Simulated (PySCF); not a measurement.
C3, SMILES C(=[C])=[C] (connectivity only; charge and spin as stated), neutral, multiplicity 1. Geometry optimised at PBE-D3(BJ)/def2-TZVP. The isomer is the one that the SMILES or the coordinates give; other isomers of the formula were not compared.

TDA-ωB97X/def2-TZVPD (PySCF) puts the lowest singlet excitations at 3.59, 3.78, 3.78, 3.80, 3.80, 5.11 eV.

What are the lowest excitation roots from ADC(2)/aug-cc-pVDZ in PySCF? (An estimate is asked for; the answer gives what the named calculation found.)

3.36, 3.36, 4.15, 4.30, 4.60, 4.60 eV. S1 differs by -0.23 eV (second minus first; roots are paired by order, and the bases may differ).
